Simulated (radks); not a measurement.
Question: These are the eigenvalues of the occupied orbitals of an atom or ion with whole-number occupations (Ry). Calculated with a radial shooting solver on a logarithmic mesh with Libxc functionals: scalar-relativistic Kohn-Sham, Slater X-alpha with alpha = 0.775, spin-unpolarised, spherical densities, finite nucleus; Fermi nuclear charge, rms radius of each element as measured or else 0.836 A^(1/3) + 0.57 fm.

| orbital | eigenvalue |
|---|---|
| 1s | -920.6872 |
| 2s | -118.7156 |
| 2p | -104.6796 |
| 3s | -15.84339 |
| 3p | -11.42365 |
| 3d | -4.07571 |
| 4s | -1.28723 |
| 4p | -0.47906 |

Which element is it, and in what charge state? The configuration may be excited.

Answer: Z = 34, selenium, charge 0: Se in [Ar] 3d10 4s2 4p4. The list shows which subshells hold electrons but not how many an open one holds; the 1s level, -460.34 hartree, gives Z - s = 30.3 by -(Z - s)^2/2, which with screening and relativity narrows Z to a few neighbours, and the depths of the outer levels then fix element, charge and occupations together.
